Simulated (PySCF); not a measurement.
A PySCF script (with the pyscf-properties extension) for the NMR shieldings of `B([SiH2][C@H](C#CC)[SiH3])(Cl)Cl`, C4H9BCl2Si2, on a GFN2-xTB geometry:

```python
import basis_set_exchange as bse
import numpy as np
from pyscf import gto, dft
from pyscf.prop import nmr

atoms = """
C    -2.142983   -2.478402    0.309985
C    -1.421629   -1.232602    0.468918
C    -0.828649   -0.199922    0.619034
C    -0.083127    1.026942    0.764297
Si   -0.410862    2.156854   -0.744359
Si    1.772218    0.584304    1.024314
B     2.394482   -0.357002   -0.607604
Cl    1.864464   -1.949721   -0.980111
Cl    3.405470    0.410428   -1.773678
H    -3.035733   -2.324554   -0.296922
H    -2.442019   -2.866924    1.283908
H    -1.505830   -3.214096   -0.181545
H    -0.435751    1.538396    1.664476
H     0.314786    3.412870   -0.547274
H    -1.848465    2.411550   -0.854743
H     0.055798    1.481567   -1.958158
H     2.487657    1.838539    1.304435
H     1.851414   -0.231910    2.246717
"""
names = dict.fromkeys(["C", "Si", "B", "Cl", "H"], "pcSseg-1")
basis = {el: gto.basis.parse(bse.get_basis(n, elements=[el], fmt="nwchem")) for el, n in names.items()}
mol = gto.M(atom=atoms, basis=basis, charge=0, verbose=0)
mf = dft.RKS(mol, xc="PBE0")
mf.grids.level = 2
mf.grids.alignment = dft.numint.BLKSIZE   # the property module wants whole blocks of grid points
mf.conv_tol = 1e-9
mf.kernel()

calc = nmr.RKS(mf)   # GIAO
C = mf.mo_coeff
Co = C[:, mf.mo_occ > 0]
resp = mf.gen_response(singlet=True, hermi=2)
def vind(x):   # induced exchange potential for any number of trial vectors
    d = np.einsum("pi,xij,qj->xpq", C, 2 * x.reshape(-1, C.shape[1], Co.shape[1]), Co, optimize=True)
    return np.einsum("xpq,pi,qj->xij", resp(d - d.transpose(0, 2, 1)), C, Co, optimize=True).ravel()
mo1, _ = nmr.rhf.solve_mo1(calc, with_cphf=vind)
sigma = calc.kernel(mo1)
for i, s in enumerate(sigma):   # ppm
    w = np.linalg.eigvalsh((s + s.T) / 2)
    print("%2d %-2s iso %8.1f  s11 %8.1f  s22 %8.1f  s33 %8.1f" % (i, mol.atom_pure_symbol(i), w.mean(), *w))
```

Problem. Give the expected output.

Solution. 
```
 0 C  iso    181.7  s11    173.9  s22    174.6  s33    196.7
 1 C  iso    103.4  s11     17.6  s22     28.9  s33    263.8
 2 C  iso    103.2  s11     14.1  s22     22.2  s33    273.3
 3 C  iso    192.3  s11    175.2  s22    185.8  s33    215.9
 4 Si iso    413.9  s11    378.6  s22    399.3  s33    463.8
 5 Si iso    416.6  s11    398.4  s22    411.7  s33    439.8
 6 B  iso     26.5  s11    -38.9  s22     20.8  s33     97.7
 7 Cl iso    535.2  s11    142.6  s22    569.2  s33    893.8
 8 Cl iso    541.3  s11    144.9  s22    595.4  s33    883.5
 9 H  iso     29.7  s11     24.2  s22     27.8  s33     37.1
10 H  iso     29.7  s11     24.4  s22     27.5  s33     37.1
11 H  iso     29.7  s11     23.7  s22     29.6  s33     35.6
12 H  iso     30.0  s11     24.7  s22     27.6  s33     37.8
13 H  iso     27.7  s11     24.1  s22     25.5  s33     33.4
14 H  iso     27.6  s11     23.9  s22     25.5  s33     33.3
15 H  iso     27.9  s11     24.3  s22     28.5  s33     31.0
16 H  iso     27.6  s11     24.6  s22     25.3  s33     33.0
17 H  iso     27.4  s11     24.7  s22     25.1  s33     32.5
```

These numbers come from an equivalent density-fitted implementation of the same equations, which agrees with the script to about 0.01 ppm for H and up to a few tenths of a ppm for heavy atoms, so last digits may differ.

Size and cost of the density-fitted run: 226 basis functions, 3 min wall time on 1 thread of an Intel Xeon, shared host; peak memory 1.1 GiB.
